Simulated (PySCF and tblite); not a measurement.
Results of a calculation; reference values are marked as such.
## Conformer ensemble of C5H11FSeSi, numbered as in [CH3:1][C@@H:2]1[Se:3][CH2:4][CH2:5][C@:6]1([F:7])[SiH3:8]

Geometries GFN2-xTB; weights from PBE0-D3(BJ)/pcSseg-1 (IEF-PCM, tetrahydrofuran) energies and GFN2-xTB thermal corrections, with symmetry numbers and mirror pairs. Conformers within 2.5 kcal/mol (GFN2-xTB free energy) were kept, 5 at most. GIAO shieldings: PBE0/pcSseg-1 (IEF-PCM, tetrahydrofuran). Shifts are against TMS (¹H), TMS (¹³C), CFCl3 (¹⁹F), TMS (²⁹Si), Me2Se (⁷⁷Se) at the same level; of two unlike H on one atom, a is the less shielded. Run with PySCF (density fitting) and tblite.

The 5-ring runs over atoms 2–3–4–5–6.

```tsv
conformer	shape	symmetry	E(GFN2) kcal/mol	E(DFT) kcal/mol	G(298.15 K) kcal/mol	weight %	dipole D
1	5-ring between envelope and twist (ring torsions 18, -42, 52, -35, 9°)	C1	0.08	0.00	0.00	97.5	3.06
2	5-ring between envelope and twist (ring torsions -11, 39, -57, 45, -19°)	C1	0.00	2.02	2.18	2.5	1.15
```

Weights (%) against temperature:

```tsv
T (K)	1	2	S(mix) cal/mol/K
250	98.7	1.3	0.14
298.15	97.5	2.5	0.23
350	95.9	4.1	0.34
```

Averaged shifts at 298.15 K. ¹H: 4.20 (H2, 1H), 4.01 (H8, 3H), 3.51 (H4a, 1H), 3.15 (H4b, 1H), 2.69 (H5a, 1H), 2.10 (H5b, 1H), 1.38 (H1, 3H) ppm. ¹³C: 107.5 (C6), 62.8 (C2), 44.9 (C5), 35.2 (C4), 26.3 (C1) ppm. ¹⁹F: -193.4 (F7) ppm. ²⁹Si: -67.0 (Si8) ppm. ⁷⁷Se: 339.6 (Se3) ppm.

Coordinates of conformer 1 (Å):

```xyz
19

C     2.029   -0.222   -0.029
C     0.810   -0.010   -0.908
Se    0.679    1.929   -1.433
C    -1.005    2.059   -0.418
C    -1.013    0.865    0.523
C    -0.514   -0.350   -0.246
F    -1.441   -0.588   -1.279
Si   -0.544   -1.980    0.782
H     2.166   -1.280    0.190
H     2.918    0.141   -0.543
H     1.932    0.322    0.907
H     0.909   -0.581   -1.835
H    -1.829    2.006   -1.131
H    -1.033    3.014    0.105
H    -2.021    0.690    0.904
H    -0.345    1.038    1.369
H     0.072   -3.028   -0.028
H    -1.956   -2.257    1.027
H     0.178   -1.760    2.034
```

Spin–orbit effects of the heavy atoms on shieldings are missing. Unscaled ¹⁹F and ²⁹Si shifts at such levels can be off by tens of ppm; differences between conformers or isomers are more reliable. Shifts are unscaled: against experiment ¹³C can be off by 15 ppm or more and ¹H by 0.8 ppm.

Search and properties took 110 s on 1 thread of Arm Neoverse V1 (shared host) (rough), launched as `OMP_NUM_THREADS=1 python ens_run.py task.json out`.
